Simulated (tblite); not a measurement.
Species: C2H8OSi.
Numbering: `[CH3:1][CH2:2][SiH2:3][OH:4]` (hydrogens: H5, H6, H7 on C1; H8, H9 on C2; H10, H11 on Si3; H12 on O4)

Structure used (GFN2-xTB), in Å, numbered top down from 1:
```
atom  x, y, z in Å
C1     1.6941    0.0840   -0.0287
C2     0.3356   -0.5539   -0.2948
Si3   -1.1206    0.5548    0.2292
O4    -2.5540   -0.1096   -0.1673
H5     1.7892    1.0189   -0.5757
H6     2.5051   -0.5747   -0.3360
H7     1.8144    0.3004    1.0303
H8     0.2580   -0.7868   -1.3595
H9     0.2914   -1.5126    0.2296
H10   -1.1684    1.7981   -0.5279
H11   -1.0485    0.7738    1.6788
H12   -2.7949   -0.9931    0.0961
```

Method: GFN2-xTB as coded in tblite; computed harmonic values from a numerical Hessian at the method's own geometry, unscaled. Errors from tens to a few hundred cm⁻¹ against measured bands are possible. Modes of hydrogen on silicon can be 10 to 20 % off. One conformer, not necessarily the lowest.

Harmonic wavenumbers (cm⁻¹): 66.1, 166.1, 216.5, 240.5, 302.1, 485.2, 605.6, 694.2, 739.8, 744.1, 777.1, 802.3, 893.7, 980.0, 1022.6, 1083.1, 1245.0, 1297.7, 1421.1, 1489.2, 1514.0, 1515.4, 2212.7, 2318.3, 2947.2, 2969.3, 3010.6, 3030.0, 3038.3, 3677.6.

A = 16893, B = 2845, C = 2597 MHz; mass 76.034 u (most abundant isotopes); point group C1, symmetry number 1.

Task: Zero-point energy?

Result: Half the sum of the wavenumbers: 20753 cm⁻¹ = 59.34 kcal/mol.

Task: Give the ideal-gas entropy at 273.15 K and 1 bar in the rigid-rotor, harmonic-oscillator model (classical rotation).

Result: Translation 38.49, rotation 25.10, vibration 13.40: S = 77.0 cal/(mol K).

Task: And Cp and H(273.15 K) − H(0)?

Result: Cp = 23.73 cal/(mol K), of which vibrations give 15.78 (their classical limit is 30 R = 59.6); H(273.15 K) − H(0) = 4.23 kcal/mol without the zero-point energy, 2.06 from vibrations.

Task: Blend soft modes into free rotors: weight 1/[1 + (100 cm⁻¹/ν̃)⁴] for the oscillator and the rest for a rotor with moment μB/(μ + B), μ = h/(8π²ν), B = 10⁻⁴⁴ kg m². What vibrational entropy results?

Result: 12.65 cal/(mol K) in place of 13.40, which changes −T·S at 273.15 K by +0.21 kcal/mol.

Task: What must be added to the electronic energy to get the Gibbs energy at 273.15 K and 1 bar?

Result: ZPE + [H(273.15 K) − H(0)] − T·S = 59.34 + 4.23 − 21.03 = 42.54 kcal/mol.

Task: How do the functions run with temperature in this model?

Result: 
```json
{"T (K)": "100", "S (cal/(mol K))": "59.3", "Cp (cal/(mol K))": "13.4", "H − H(0) (kcal/mol)": "1.03", "G − H(0) (kcal/mol)": "-4.90", "ln q(vib)": "0.68"}
{"T (K)": "200", "S (cal/(mol K))": "70.3", "Cp (cal/(mol K))": "19.2", "H − H(0) (kcal/mol)": "2.66", "G − H(0) (kcal/mol)": "-11.41", "ln q(vib)": "1.96"}
{"T (K)": "300", "S (cal/(mol K))": "79.3", "Cp (cal/(mol K))": "25.4", "H − H(0) (kcal/mol)": "4.89", "G − H(0) (kcal/mol)": "-18.90", "ln q(vib)": "3.33"}
{"T (K)": "500", "S (cal/(mol K))": "94.8", "Cp (cal/(mol K))": "35.8", "H − H(0) (kcal/mol)": "11.06", "G − H(0) (kcal/mol)": "-36.36", "ln q(vib)": "6.17"}
{"T (K)": "800", "S (cal/(mol K))": "114.0", "Cp (cal/(mol K))": "45.9", "H − H(0) (kcal/mol)": "23.43", "G − H(0) (kcal/mol)": "-67.79", "ln q(vib)": "10.34"}
{"T (K)": "1000", "S (cal/(mol K))": "124.8", "Cp (cal/(mol K))": "50.4", "H − H(0) (kcal/mol)": "33.08", "G − H(0) (kcal/mol)": "-91.69", "ln q(vib)": "12.95"}
```

q(vib) and H(0) count from the zero-point level.

Task: Which modes carry the vibrational entropy at 273.15 K?

Result: 66.1 cm⁻¹: 4.09; 166.1 cm⁻¹: 2.31; 216.5 cm⁻¹: 1.83; 240.5 cm⁻¹: 1.65; 302.1 cm⁻¹: 1.26; 485.2 cm⁻¹: 0.59 cal/(mol K); the other 24 give 1.67 together.

Hindered rotation and anharmonicity are outside this model. Other conformers, if any are populated, would add a mixing term that is left out. The structure is chiral; the term R ln 2 for an equal mix with its mirror image is left out.
